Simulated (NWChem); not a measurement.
Molecule: P$_{2}$H$_{3}$, doublet; SMILES [PH]P

All runs: NWChem. Spin-unrestricted. Medium grid unless said otherwise, to which SCAN and Minnesota functionals are sensitive. Coordinates come from a PBE-D3(BJ)/def2-SVP, spin-unrestricted optimisation. No stability test was run on the SCF state. Total energies of different functionals are on different scales.

```
level               energy (Ha)  highest occupied level (eV)  lowest empty minus highest occupied level, either spin (eV)  dipole (D)   <S²>
------------------  -----------  ---------------------------  -----------------------------------------------------------  ----------  -----
B3LYP/def2-SVP        -684.2910                        -6.09                                                         2.94        0.92  0.754
PBE/def2-SVP          -683.9284                        -5.21                                                         1.40        1.04  0.753
RPBE/def2-SVP         -684.1959                        -5.22                                                         1.49        1.00  0.754
r2SCAN/def2-SVP       -684.2001                        -5.63                                                         2.09        1.09  0.756
CAM-B3LYP/def2-SVP    -684.2578                        -7.60                                                         5.87        0.92  0.755
PBE0/def2-SVP         -683.9906                   (withheld)                                                   (withheld)        1.03  0.755
TPSS/def2-SVP         -684.3053                        -5.44                                                         1.68        1.03  0.755
MN15/def2-SVP         -683.9507                        -6.69                                                         4.35        0.95  0.755
revPBE/def2-SVP       -684.1248                        -5.22                                                         1.47        1.02  0.754
BHandHLYP/def2-SVP    -684.2450                        -7.38                                                         5.54        0.90  0.756
```

Problem. Complete the blanks.

Solution. 
- PBE0/def2-SVP, highest occupied level (eV): -6.44
- PBE0/def2-SVP, lowest empty minus highest occupied level, either spin (eV): 3.56
